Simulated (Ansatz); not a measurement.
Start from `[NH2][Hf]([F])([F])[F]` and change one atom or group to get `[F][Hf]([F])([F])[SeH]`.

Ansatz, PBE0-D4/def2-TZVP geometries, multiplicity 1. Each molecule was computed in one conformer, which needn't be the lowest.

Elements past krypton have def2 core potentials. Scalar relativity is left out up to krypton.

```tsv
property	`[NH2][Hf]([F])([F])[F]`
HOMO–LUMO gap (PBE0/def2-TZVPP) / eV	7.55
LUMO energy (ωB97M-V/def2-TZVPP) / eV	0.61
HOMO–LUMO gap (PBE/def2-TZVPP) / eV	5.26
LUMO energy (PBE0/def2-TZVPP) / eV	-0.59
size of the dipole moment (ωB97M-V/def2-TZVPP) / D	2.35
HOMO energy (PBE/def2-TZVPP) / eV	-6.67
```

(1) What does the change do to each property? (Estimate.)

## Answers

(1) Ansatz gave: 
| property | `[F][Hf]([F])([F])[SeH]` | shift |
| --- | --- | --- |
| HOMO–LUMO gap (PBE0/def2-TZVPP) / eV | 6.23 | -1.32 |
| LUMO energy (ωB97M-V/def2-TZVPP) / eV | 0.43 | -0.18 |
| HOMO–LUMO gap (PBE/def2-TZVPP) / eV | 4.21 | -1.05 |
| LUMO energy (PBE0/def2-TZVPP) / eV | -1.50 | -0.91 |
| size of the dipole moment (ωB97M-V/def2-TZVPP) / D | 0.37 | -1.98 |
| HOMO energy (PBE/def2-TZVPP) / eV | -6.55 | 0.12 |

With PBE0 the HOMO rises by 0.42 eV and the LUMO falls by 0.91 eV, so the gap narrows by about 1.33 eV. PBE moves the HOMO by 0.12 eV and ωB97M-V by 0.69 eV. Dipoles are sizes alone; their direction can turn.

Spin–orbit coupling is left out; it splits and shifts lone-pair levels of the heavy atoms by tenths of an eV.
